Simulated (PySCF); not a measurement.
RbF, SMILES [F][Rb]. Atoms are numbered in the order given.

```xyz
2

Rb     0.0000     0.0000    -0.4635
F      0.0000     0.0000     1.9054
```

Geometry: PBE-D3(BJ)/def2-TZVPD. The def2 effective core potentials stand for the cores of Rb; spin–orbit coupling is left out.

The numbers are results of PBE-D3(BJ)/def2-TZVPD run with PySCF, not measurements.

Frequencies are harmonic and unscaled.

```
mode  ν (cm⁻¹)  IR (km/mol)  Raman (Å⁴/amu)  depolarisation  moving atoms (share of kinetic energy)
----  --------  -----------  --------------  --------------  --------------------------------------
1          348         83.8             9.9            0.05                         F 82 %, Rb 18 %
```
